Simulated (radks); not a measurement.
Q: Radial electron density D(r) = 4 pi r^2 rho(r) of an atom or ion with 17 electrons. Calculated with a radial shooting solver on a logarithmic mesh with Libxc functionals: Dirac Kohn-Sham, OLYP, spin-unpolarised, spherical densities, finite nucleus; Fermi nuclear charge, rms radius of each element as measured or else 0.836 A^(1/3) + 0.57 fm.

| r (bohr) | D(r) (e/bohr) |
|---|---|
| 0.006479 | 1.675 |
| 0.007306 | 2.062 |
| 0.008237 | 2.530 |
| 0.009287 | 3.090 |
| 0.01047 | 3.757 |
| 0.01181 | 4.543 |
| 0.01331 | 5.460 |
| 0.01501 | 6.518 |
| 0.01692 | 7.721 |
| 0.01908 | 9.066 |
| 0.02151 | 10.54 |
| 0.02426 | 12.13 |
| 0.02735 | 13.78 |
| 0.03083 | 15.44 |
| 0.03477 | 17.04 |
| 0.0392 | 18.49 |
| 0.0442 | 19.69 |
| 0.04983 | 20.54 |
| 0.05618 | 20.95 |
| 0.06335 | 20.86 |
| 0.07142 | 20.28 |
| 0.08053 | 19.27 |
| 0.0908 | 17.98 |
| 0.1024 | 16.61 |
| 0.1154 | 15.42 |
| 0.1291 | 14.72 |
| 0.1456 | 14.58 |
| 0.1641 | 15.16 |
| 0.1851 | 16.40 |
| 0.2086 | 18.03 |
| 0.2352 | 19.66 |
| 0.2652 | 20.83 |
| 0.2991 | 21.12 |
| 0.3372 | 20.27 |
| 0.3802 | 18.27 |
| 0.4286 | 15.37 |
| 0.4833 | 12.06 |
| 0.5449 | 8.908 |
| 0.6144 | 6.434 |
| 0.6927 | 4.926 |
| 0.781 | 4.393 |
| 0.8806 | 4.576 |
| 0.9929 | 5.066 |
| 1.119 | 5.463 |
| 1.262 | 5.494 |
| 1.423 | 5.066 |
| 1.605 | 4.256 |
| 1.809 | 3.247 |
| 2.04 | 2.244 |
| 2.3 | 1.406 |
| 2.593 | 0.8019 |
| 2.924 | 0.4184 |
| 3.297 | 0.1990 |
| 3.717 | 0.08475 |
| 4.191 | 0.03140 |
| 4.725 | 0.009826 |
| 5.327 | 0.002548 |

What is the nuclear charge?

A: Z = 18. The innermost maximum, from 1s, lies near gamma/Z bohr with gamma = sqrt(1 - (Z/c)^2) = 0.991, here 0.0551 bohr (found: 0.0585), and its height grows with Z. The density is that of the argon ion Ar+ in [Ne] 3s2 3p5; the configuration itself is not fixed sharply by these data, and Z only to about a unit. D(r) has 3 maxima, at r = 0.0585, 0.292, 1.20 bohr, and minima at 0.141, 0.794 bohr, inside which lie 2.18, 10.33 electrons.
